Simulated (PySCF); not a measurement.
NMR data sheet: C$_{2}$H$_{11}$OPSi$_{3}$

```yaml
Formula: C2H11OPSi3
SMILES: "[SiH3]/C=C(/[SiH3])O[SiH2]P"
Point_group_of_the_computed_structure: C1
Carbon_signals: 2
Proton_signals: 5
```

Mapped SMILES: `[SiH3:1]/[CH:2]=[C:3](/[SiH3:4])[O:5][SiH2:6][PH2:7]`. Each H is labelled by its parent atom.

- NMR shieldings at PBE0/pcSseg-1/GIAO
- geometry: GFN2-xTB
- code: PySCF
- non-relativistic Hamiltonian, single conformer, no solvent model, averaged over atoms made equivalent by symmetry, fast rotation or ring inversion

δ = σ(ref) − σ, references computed at the same level: 1H and 13C and 29Si against TMS; 31P vs H3PO4; H2O for 17O.

| carbon | δC, type | δH (multiplicity) | HMBC from (2–3 bonds) | span of the C tensor (ppm) |
| --- | --- | --- | --- | --- |
| C2 | 127.7, CH | 5.82 (q) | H(Si4), H(Si1) | 217 |
| C3 | 173.0, C | – | H(C2), H(Si6), H(Si4), H(Si1) | 213 |

Other nuclei:
```
 atoms  nucleus                            environment  δ (ppm)  σ (ppm)
H(Si6)       1H   hydrogen on a silicon bonded to O, P     5.77    25.95
H(Si4)       1H      hydrogen on a silicon bonded to C     4.31    27.41
H(Si1)       1H      hydrogen on a silicon bonded to C     4.11    27.61
 H(P7)       1H  hydrogen on a phosphorus bonded to Si     1.14    30.58
    P7      31P           phosphorus bonded to Si, 2 H   -297.1    615.4
   Si6     29Si            silicon bonded to O, P, 2 H    -17.8    367.0
   Si4     29Si               silicon bonded to C, 3 H    -82.1    431.3
   Si1     29Si               silicon bonded to C, 3 H    -90.2    439.4
    O5      17O                 oxygen bonded to C, Si    137.9    198.2
```

- δC 173.0: alkene carbon bearing oxygen; an sp2 carbon further deshielded by the attached heteroatom.
- δC 127.7: β carbon of an enol-ether or enamine type C=C.
- δH 5.82: hydrogen on a β carbon of an enol-ether or enamine type C=C; a vinylic proton, deshielded by the sp2 carbon and the C=C anisotropy.
- δH 5.77: hydrogen on a silicon bonded to O, P.
- δH 4.31, 4.11: hydrogen on a silicon bonded to C.

Splittings by 31P in the carbon and heteronuclear signals aren't shown, as no couplings were computed. Shifts are as computed. Against solution values, carbons near 30 ppm lie about +3 ppm off and those near 130 ppm about +5 ppm. Of 1309 compounds with measured shifts, 239 miss one by over three times the rms of a fit or turn the order of signals round; such compounds aren't used in these exercises. Experimental scales use liquid or dissolved standards, which lie at an offset from isolated H2O (liquid H2O: subtract about 36 ppm) and H3PO4. Multiplicities follow the n + 1 count of equivalent neighbours, as no J values were calculated; m marks all less simple cases, F and P coupling included.
